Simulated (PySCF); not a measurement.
## Computed properties of Si(F)(H)2(NCO) (CH2FNOSi), SMILES O=C=N[SiH2]F

Si(F)(H)2(NCO) (CH₂FNOSi), SMILES O=C=N[SiH2]F. The structure is a stationary point at B3LYP-D3(BJ)/def2-SVP. The values are those of a single conformer. All values are computed for the isolated molecule unless a solvent is named; none is compared with measurement here.

**Structure.** The optimised structure has Cs symmetry. All 15 harmonic modes at B3LYP-D3(BJ)/def2-SVP (PySCF) are real, so it is a minimum. With heavy atoms numbered as in [SiH2:1]([F:2])[N:3]=[C:4]=[O:5], the shortest bond between them is C4–O5 at 1.169 Å and the longest Si1–N3 at 1.711 Å.

**Vibrations.** The strongest infrared lines (harmonic, unscaled, degenerate partners summed) lie at 2458 cm⁻¹ (1409 km/mol, C 69 %, N 19 %, O 12 %), 955 cm⁻¹ (384 km/mol, H 82 %, Si 14 %), 983 cm⁻¹ (196 km/mol, H 77 %, Si 18 %). The softest mode is at 61 cm⁻¹ and the zero-point energy is 21.6 kcal/mol.

**Electronic structure.** PBE0/def2-TZVP (PySCF) places the frontier levels at -8.96 and -0.44 eV, a gap of 8.52 eV, and gives a dipole moment of 1.88 D and a mean polarisability of 43.5 bohr³.

**Excitations.** TDDFT-PBE0/def2-SVPD (PySCF) has S1 at 6.80 eV (182 nm, f = 0.002, dark); the most intense of the 10 singlets computed lies at 8.81 eV (f = 0.59). T1 (TDA) is at 6.49 eV. No vertical singlet excitation falls in the visible range (under 3.1 eV).

**NMR.** GIAO shifts at B3LYP/pcSseg-1 (PySCF) (non-relativistic, atoms alike by connectivity averaged): ¹³C at 127.6 ppm against TMS; ¹H at 5.2 ppm against TMS; ²⁹Si at -48.7 ppm against TMS; ¹⁹F at -184.9 ppm against CFCl3.
